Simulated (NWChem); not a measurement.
All runs are NWChem calculations. System: C₃H₅, charge 1, spin multiplicity 1, at the geometry of a parent with another charge or spin, in a state set for the comparison that need not be this species' ground state. Level: RHF/def2-TZVP.

Job file:

```
start mol
memory heap 200 mb stack 900 mb global 1100 mb
charge 1
geometry units angstroms nocenter noautoz
  C      1.233202     0.000000    -0.196009
  C      0.000000     0.000000     0.441362
  C     -1.233202     0.000000    -0.196009
  H      2.166959     0.000000     0.370549
  H      1.304275     0.000000    -1.288007
  H      0.000000     0.000000     1.538852
  H     -2.166959     0.000000     0.370549
  H     -1.304275     0.000000    -1.288007
  symmetry group C2v
end
basis spherical
  * library def2-tzvp
end
scf
  rhf
  nopen 0
  maxiter 100
  thresh 1e-7
  semidirect memsize 60000000 filesize 0
end
task scf energy
```

Output (cleaned and shortened):

```
             Northwest Computational Chemistry Package (NWChem) 7.3.0
             --------------------------------------------------------

                                NWChem Input Module
                                -------------------

 Scaling coordinates for geometry "geometry" by  1.889725989
 (inverse scale =  0.529177249)

 Turning off AUTOSYM since
 SYMMETRY directive was detected!

                             Geometry "geometry" -> ""
                             -------------------------

 Output coordinates in angstroms (scale by  1.889725989 to convert to a.u.)

  No.       Tag          Charge          X              Y              Z
 ---- ---------------- ---------- -------------- -------------- --------------
    1 C                    6.0000     1.23320200     0.00000000    -0.19600900
    2 C                    6.0000     0.00000000     0.00000000     0.44136200
    3 C                    6.0000    -1.23320200     0.00000000    -0.19600900
    4 H                    1.0000     2.16695900     0.00000000     0.37054900
    5 H                    1.0000     1.30427500     0.00000000    -1.28800700
    6 H                    1.0000     0.00000000     0.00000000     1.53885200
    7 H                    1.0000    -2.16695900     0.00000000     0.37054900
    8 H                    1.0000    -1.30427500     0.00000000    -1.28800700

 Effective nuclear repulsion energy (a.u.)      64.6014309923

            Nuclear Dipole moment (a.u.)
            ----------------------------
        X                 Y               Z
 ---------------- ---------------- ----------------
     0.0000000000     0.0000000000     0.0000000000

      Symmetry information
      --------------------

 Group name             C2v
 Group number             16
 Group order               4
 No. of unique centers     5

      Symmetry unique atoms

     1    2    4    5    6


 Summary of "ao basis" -> "" (spherical)
 ------------------------------------------------------------------------------
       Tag                 Description            Shells   Functions and Types
 ---------------- ------------------------------  ------  ---------------------
 *                         def2-tzvp                  on all atoms

 Summary of "ao basis" -> "ao basis" (spherical)
 ------------------------------------------------------------------------------
       Tag                 Description            Shells   Functions and Types
 ---------------- ------------------------------  ------  ---------------------
 C                         def2-tzvp                11       31   5s3p2d1f
 H                         def2-tzvp                 4        6   3s1p

                                 NWChem SCF Module
                                 -----------------

  ao basis        = "ao basis"
  functions       =   123
  atoms           =     8
  closed shells   =    11
  open shells     =     0
  charge          =   1.00
  wavefunction    = RHF
  use symmetry    = T
  symmetry adapt  = T

 Summary of "ao basis" -> "ao basis" (spherical)
 ------------------------------------------------------------------------------
       Tag                 Description            Shells   Functions and Types
 ---------------- ------------------------------  ------  ---------------------
 C                         def2-tzvp                11       31   5s3p2d1f
 H                         def2-tzvp                 4        6   3s1p

      Symmetry analysis of basis
      --------------------------
[...]
                 5     -116.2313500597  4.42D-09  8.41D-10      4.4

       Final RHF  results
       ------------------

         Total SCF energy =   -116.231350059724
      One-electron energy =   -277.401105113458
      Two-electron energy =     96.568324061470
 Nuclear repulsion energy =     64.601430992265

        Time for solution =      2.6s

       Symmetry analysis of molecular orbitals - final
       -----------------------------------------------

  Numbering of irreducible representations:

     1 a1          2 a2          3 b1          4 b2

  Orbital symmetries:

     1 a1          2 b1          3 a1          4 a1          5 b1
     6 a1          7 a1          8 b1          9 b1         10 a1
    11 b2         12 a2         13 b2         14 a1         15 a1
    16 b1         17 a1         18 b1         19 a1         20 a1
    21 b1

             Final eigenvalues
             -----------------

              1
    1  -11.5536
    2  -11.5536
    3  -11.4773
    4   -1.3356
    5   -1.1825
    6   -1.0150
    7   -0.9172
    8   -0.8739
    9   -0.8144
   10   -0.7598
   11   -0.6493
   12   -0.2258
   13   -0.0390
   14   -0.0231
   15   -0.0063
   16    0.0076
   17    0.0436
   18    0.0502
   19    0.0858
   20    0.0970
   21    0.1231

                       ROHF Final Molecular Orbital Analysis
                       -------------------------------------

 Vector    9  Occ=2.000000D+00  E=-8.144281D-01  Symmetry=b1
              MO Center=  8.6D-15, -6.7D-31, -2.5D-02, r^2= 3.2D+00
   Bfn.  Coefficient  Atom+Function         Bfn.  Coefficient  Atom+Function
  ----- ------------  ---------------      ----- ------------  ---------------
     6      0.233987  1 C  px                68      0.233987  3 C  px
     9      0.178340  1 C  px                71      0.178340  3 C  px
    95      0.176016  4 H  s                113     -0.176016  7 H  s
    37     -0.166049  2 C  px

 Vector   10  Occ=2.000000D+00  E=-7.598347D-01  Symmetry=a1
              MO Center=  1.3D-15, -5.2D-18,  2.8D-01, r^2= 2.5D+00
   Bfn.  Coefficient  Atom+Function         Bfn.  Coefficient  Atom+Function
  ----- ------------  ---------------      ----- ------------  ---------------
    39      0.251752  2 C  pz               107      0.216408  6 H  s
    42      0.210946  2 C  pz                 8     -0.177113  1 C  pz
    70     -0.177113  3 C  pz

 Vector   11  Occ=2.000000D+00  E=-6.493450D-01  Symmetry=b2
              MO Center=  5.1D-16,  3.5D-17,  1.4D-01, r^2= 1.7D+00
   Bfn.  Coefficient  Atom+Function         Bfn.  Coefficient  Atom+Function
  ----- ------------  ---------------      ----- ------------  ---------------
    41      0.288341  2 C  py                38      0.282990  2 C  py
    10      0.183848  1 C  py                72      0.183848  3 C  py
     7      0.175515  1 C  py                69      0.175515  3 C  py

 Vector   12  Occ=0.000000D+00  E=-2.258004D-01  Symmetry=a2
              MO Center= -1.8D-15, -2.4D-15, -1.7D-01, r^2= 3.1D+00
   Bfn.  Coefficient  Atom+Function         Bfn.  Coefficient  Atom+Function
  ----- ------------  ---------------      ----- ------------  ---------------
    13      0.338964  1 C  py                75     -0.338964  3 C  py
    10      0.275483  1 C  py                72     -0.275483  3 C  py
     7      0.265855  1 C  py                69     -0.265855  3 C  py

 Vector   13  Occ=0.000000D+00  E=-3.903293D-02  Symmetry=b2
              MO Center=  9.3D-15, -1.3D-15, -6.6D-02, r^2= 4.0D+00
   Bfn.  Coefficient  Atom+Function         Bfn.  Coefficient  Atom+Function
  ----- ------------  ---------------      ----- ------------  ---------------
    44      0.992681  2 C  py                13     -0.771706  1 C  py
    75     -0.771706  3 C  py                41      0.271848  2 C  py
    38      0.265968  2 C  py                 7     -0.159381  1 C  py
    69     -0.159381  3 C  py

 Vector   14  Occ=0.000000D+00  E=-2.312920D-02  Symmetry=a1
              MO Center=  4.6D-16, -9.0D-17, -4.4D-01, r^2= 7.6D+00
   Bfn.  Coefficient  Atom+Function         Bfn.  Coefficient  Atom+Function
  ----- ------------  ---------------      ----- ------------  ---------------
     5      1.909687  1 C  s                 67      1.909687  3 C  s
   102     -1.484386  5 H  s                120     -1.484386  8 H  s
   108     -1.082386  6 H  s                 45      1.005156  2 C  pz
    96     -1.004591  4 H  s                114     -1.004591  7 H  s
    14     -0.547063  1 C  pz                76     -0.547063  3 C  pz

 center of mass
 --------------
 x =  -0.00000000 y =   0.00000000 z =   0.01352616

 moments of inertia (a.u.)
 ------------------
          33.085251877678           0.000000000000           0.000000000000
           0.000000000000         209.469731304142           0.000000000000
           0.000000000000           0.000000000000         176.384479426463

  Mulliken analysis of the total density
  --------------------------------------

    Atom       Charge   Shell Charges
 -----------   ------   -------------------------------------------------------
    1 C    6     5.97   0.86  1.12  0.54  0.67  0.09  1.14  1.19  0.28  0.02  0.06  0.01
    2 C    6     6.22   0.85  1.12  0.49  0.60  0.08  1.26  1.40  0.31  0.02  0.06  0.01
    3 C    6     5.97   0.86  1.12  0.54  0.67  0.09  1.14  1.19  0.28  0.02  0.06  0.01
    4 H    1     0.76   0.26  0.45  0.03  0.02
    5 H    1     0.77   0.26  0.45  0.04  0.02
    6 H    1     0.79   0.26  0.47  0.04  0.02
    7 H    1     0.76   0.26  0.45  0.03  0.02
    8 H    1     0.77   0.26  0.45  0.04  0.02

       Multipole analysis of the density wrt the origin
       ------------------------------------------------

     L   x y z        total         open         nuclear
     -   - - -        -----         ----         -------
     0   0 0 0      1.000000      0.000000     23.000000

     1   1 0 0      0.000000      0.000000      0.000000
     1   0 1 0     -0.000000      0.000000      0.000000
     1   0 0 1     -0.326115      0.000000      0.000000

     2   2 0 0     -3.236392      0.000000    110.857032
     2   1 1 0      0.000000      0.000000      0.000000
     2   1 0 1      0.000000      0.000000      0.000000
     2   0 2 0    -13.738107      0.000000      0.000000
     2   0 1 1     -0.000000      0.000000      0.000000
     2   0 0 2     -9.834577      0.000000     27.105948

 Task  times  cpu:        4.5s     wall:        4.5s

 Total times  cpu:        4.5s     wall:        4.5s
```
